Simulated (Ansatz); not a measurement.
Isolated molecules relaxed with PBE0-D4/def2-TZVP in Ansatz; ΔE leaves out vibrations. CCSD(T)/CBS adds triple-zeta CCSD(T) − MP2 to the extrapolated MP2 energy (def2 sets, frozen cores). DFT in def2-TZVPP. B3LYP here is the variant with VWN-RPA as its local correlation; programs differ in this. One conformer a species, not always the lowest.

Reaction (ligand exchange at the Si–N bond): `C=CN(C)[SiH3]` + `C=NCO` → `C=NCO[SiH3]` + `C=CNC`

`C=CN(C)[SiH3]`:

Cartesian coordinates in Å:
```
C 1.549 0.444 -1.477
C 1.154 0.231 -0.219
N -0.138 0.025 0.220
C -1.186 0.046 -0.774
Si -0.502 -0.454 1.843
H 2.597 0.613 -1.682
H 0.867 0.460 -2.316
H 1.893 0.220 0.578
H -1.190 1.001 -1.311
H -1.060 -0.757 -1.511
H -2.159 -0.079 -0.296
H -0.804 -1.909 1.962
H -1.703 0.290 2.306
H 0.682 -0.131 2.676
```

`C=NCO`:

Z-matrix (Å, degrees):
```
C
N 1 1.442
O 1 1.397 2 110.5
H 1 1.098 2 112.9 3 -119.2
H 1 1.100 2 106.8 3 121.4
C 2 1.257 1 118.2 3 131.3
H 3 0.963 1 107.1 2 46.7
H 6 1.090 2 119.4 1 179.1
H 6 1.098 2 123.3 1 -0.9
```

`C=NCO[SiH3]`:

```xyz
12

C    -2.217    0.127   -0.719
N    -1.237    0.604   -1.348
C     0.079    0.460   -0.821
O     0.144   -0.232    0.404
Si    1.541   -0.493    1.232
H    -2.123   -0.404    0.231
H    -3.213    0.252   -1.143
H     0.493    1.471   -0.708
H     0.676   -0.060   -1.582
H     2.195    0.799    1.578
H     2.496   -1.295    0.418
H     1.165   -1.229    2.460
```

`C=CNC`:

Z-matrix (Å, degrees):
```
C
N 1 1.442
H 1 1.092 2 109.3
H 1 1.099 2 113.8 3 -120.7
H 1 1.091 2 109.7 3 117.7
C 2 1.375 1 119.3 3 50.6
H 2 1.009 1 114.4 3 -169.0
C 6 1.334 2 127.0 1 151.7
H 6 1.088 2 113.2 1 -31.2
H 8 1.085 6 122.1 2 -3.4
H 8 1.081 6 120.2 2 175.0
```

Problem. Is it downhill or uphill in electronic energy at CCSD(T)/CBS, and by how much? (Estimate.)

Solution. Computed: Downhill: ΔE = -0.34 eV.

Problem. What do these levels give: ωB97M-V, B2PLYP, PBE, B3LYP, MP2/def2-TZVPP, SCS-MP2/def2-TZVPP? (Estimate.)

Solution. The calculation gave: ωB97M-V -0.37, B2PLYP -0.42, PBE -0.39, B3LYP -0.47, MP2/def2-TZVPP -0.31, SCS-MP2/def2-TZVPP -0.35 eV.

Largest T1 diagnostic among the species: 0.012.

In def2-TZVPP, CCSD(T) changes the Hartree–Fock value by +0.19 eV (the triples alone add +0.03 eV) and MP2 by +0.21 eV. The D4 term adds +0.06 eV with B3LYP and +0.03 eV with PBE0; it sums over pairs of atoms, weighted by their polarisabilities, and B3LYP, whose exchange is more repulsive, gets the larger term.
